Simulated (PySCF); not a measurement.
Species: C7H13 (doublet state).
Cartesian coordinates in Å at the GFN2-xTB level; atoms count from 1:
```xyz
20
C7H13 angstrom
C     -1.1344    1.3620   -0.4389
C     -0.5783    0.0219    0.0841
C     -1.7133   -0.7353    0.7858
C      0.0220   -0.7629   -1.0256
C      1.4971   -0.8207   -0.9507
C      1.8483    0.2356    0.1035
C      0.6239    0.2600    1.0198
H     -0.3431    1.9450   -0.9030
H     -1.5620    1.9384    0.3791
H     -1.9095    1.1827   -1.1804
H     -2.0778   -0.1632    1.6365
H     -1.3646   -1.7024    1.1410
H     -2.5398   -0.9006    0.0987
H     -0.5562   -1.2424   -1.7918
H      1.9801   -0.6356   -1.9157
H      1.8354   -1.8154   -0.6223
H      2.7649    0.0029    0.6444
H      1.9743    1.2063   -0.3787
H      0.5380    1.1939    1.5735
H      0.6895   -0.5594    1.7377
```

The hyperfine couplings belong to this conformer and change with its torsions.

Identity: `CC1(C)[CH]CCC1` [radical].

Computed, not measured: PySCF, UKS B3LYP, pcH-1 on C H, non-relativistic, mean-field spin-orbit, GIAO. Isolated species at its GFN2-xTB geometry (one conformer only). A GFN2-xTB geometry isn't a minimum of the functional, and hyperfine couplings can be far from their values at a DFT geometry. Stability of the SCF solution: not tested.

Q: Break the g tensor into its mass correction, gauge correction and orbital-Zeeman/spin–orbit terms.

A: 
```tsv
Δg (ppm)	1	2	3
relativistic mass correction	-145	-145	-145
gauge correction	5	32	30
orbital Zeeman/spin–orbit	-20	483	643
total	-160	370	528
```

So g = 2.00216, 2.00269, 2.00285 and g_iso = 2.00257; the tensor is rhombic: the two nearest values differ by 23 % of g3 − g1. 

Q: What effective moment and Curie constant follow for a powder?

A: With the mean of g² = 4.0103 and S(S+1) = 0.75: μ_eff = √(⟨g²⟩S(S+1)) = 1.734 μB and χT = 0.12505·⟨g²⟩·S(S+1) = 0.376 cm³ K/mol (cgs; spin-Hamiltonian part alone).

Q: At 9.798 GHz, how far is the centre of the isotropic spectrum from where a free electron (g = 2.002319) resonates?

A: B = hν/(g μB) with μB/h = 13.99624 MHz/mT gives 349.62 mT for the free electron and 349.57 mT at g_iso, 0.04 mT lower.

Q: What are the electron Larmor frequencies g μB B/h along the three axes at 330 mT?

A: 9.2475, 9.2499, 9.2507 GHz for g1, g2 and g3, a range of 3.2 MHz.

Q: In a frozen sample, at which fields do the three g values resonate at 9.5, 34, 94 and 263 GHz (hyperfine left aside), and which band first spreads them over more than twice a line width of 0.5 mT?

A: 
| band | GHz | B(g3) mT | B(g2) mT | B(g1) mT | spread mT |
| --- | --- | --- | --- | --- | --- |
| X | 9.5 | 338.89 | 338.92 | 339.01 | 0.12 |
| Q | 34.0 | 1212.88 | 1212.98 | 1213.30 | 0.42 |
| W | 94.0 | 3353.27 | 3353.53 | 3354.42 | 1.15 |
| J | 263.0 | 9382.02 | 9382.76 | 9385.25 | 3.23 |

The spread grows in proportion to the frequency. W band is the first where it exceeds 1.0 mT.

Largest spin populations (Mulliken): C4 (+1.03), C5 (-0.09), C2 (-0.07) and H16 (+0.06). No atom but C4 exceeds +0.15. The positive populations add up to 1.21 and the negative ones to -0.21, together 2S = 1. The angles at C4 add up to 360.0°, so it is planar; its axial dipolar tensor and the negative coupling of its proton fit spin in a p orbital normal to that plane.

The HOMO–LUMO gaps are 6.04 eV among the α and 7.42 eV among the β orbitals.
